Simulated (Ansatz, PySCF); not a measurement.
System: GaH, net charge 1, doublet state. 
Coordinates optimised at B3LYP-D3(BJ)/def2-TZVP (Ansatz, a program for electronic structure):
```xyz
2

Ga     0.0000     0.0000    -0.0528
H      0.0000     0.0000     1.6374
```
Charge +1, spin multiplicity 2.

Total electronic energies in hartree. Correlated levels leave the core frozen unless marked. Open shells are spin-unrestricted. Spin-orbit coupling is left out. The frozen core is the preceding noble-gas configuration, with the filled d and f shells of earlier blocks. Non-relativistic. FCI takes restricted orbitals. CBS(X,Y): correlation extrapolated as X^-3; Hartree-Fock from the larger set (for Q and 5 zeta extrapolated as (X+1)exp(-9√X)).

```json
[
 {"level": "HF/6-31G", "program": "Ansatz", "energy (Eh)": "-1923.19979"},
 {"level": "HF/6-31G*", "program": "Ansatz", "energy (Eh)": "-1923.24515"},
 {"level": "HF/def2-SVP", "program": "Ansatz", "energy (Eh)": "-1923.27800"},
 {"level": "HF/CBS(cc-pVQZ,cc-pV5Z)", "program": "Ansatz", "energy (Eh)": "-1923.5691"},
 {"level": "HF-D3(BJ)/def2-TZVPD", "program": "PySCF + dftd3", "energy (Eh)": "-1923.53389"},
 {"level": "RI-HF/aug-cc-pVTZ", "program": "Ansatz", "energy (Eh)": "-1923.56627"},
 {"level": "B3LYP/def2-TZVPD", "program": "Ansatz", "energy (Eh)": "-1925.16124"},
 {"level": "PBE0/def2-TZVPD", "program": "Ansatz", "energy (Eh)": "-1924.85224"},
 {"level": "BHLYP-D3(BJ)/def2-TZVPD", "program": "Ansatz + dftd3", "energy (Eh)": "-1925.08808"},
 {"level": "BHLYP/def2-TZVPD", "program": "Ansatz", "energy (Eh)": "-1925.08736"},
 {"level": "TPSSh-D3(BJ)/def2-TZVPD", "program": "PySCF + dftd3", "energy (Eh)": "-1925.08837"},
 {"level": "LC-wPBE/def2-TZVPD", "program": "Ansatz", "energy (Eh)": "-1924.84537"},
 {"level": "MP2/STO-3G", "program": "Ansatz", "energy (Eh)": "-1901.29289"},
 {"level": "RI-MP2/cc-pVTZ", "program": "Ansatz", "energy (Eh)": "-1923.59748"},
 {"level": "SCS-MP2/STO-3G", "program": "Ansatz", "energy (Eh)": "-1901.29535"},
 {"level": "CCSD/6-31G*", "program": "Ansatz", "energy (Eh)": "-1923.28131"},
 {"level": "CCSD/cc-pVQZ", "program": "Ansatz", "energy (Eh)": "-1923.61527"},
 {"level": "CCSD/CBS(aug-cc-pVTZ,aug-cc-pVQZ)", "program": "Ansatz", "energy (Eh)": "-1923.6165"},
 {"level": "CCSD(T)/def2-QZVPPD", "program": "Ansatz", "energy (Eh)": "-1923.61533"},
 {"level": "FCI/STO-3G", "program": "Ansatz", "energy (Eh)": "-1901.30026"},
 {"level": "CCSD(T)/CBS(def2-TZVPP,def2-QZVPP)", "program": "Ansatz", "energy (Eh)": "-1923.6163"},
 {"level": "CCSD(T)/CBS(def2-TZVPPD,def2-QZVPPD)", "program": "Ansatz", "energy (Eh)": "-1923.6162"},
 {"level": "CCSD(T)/CBS(cc-pVQZ,cc-pV5Z)", "program": "Ansatz", "energy (Eh)": "-1923.6170"}
]
```

Totals of different functionals don't rank their quality; only differences between species are comparable.
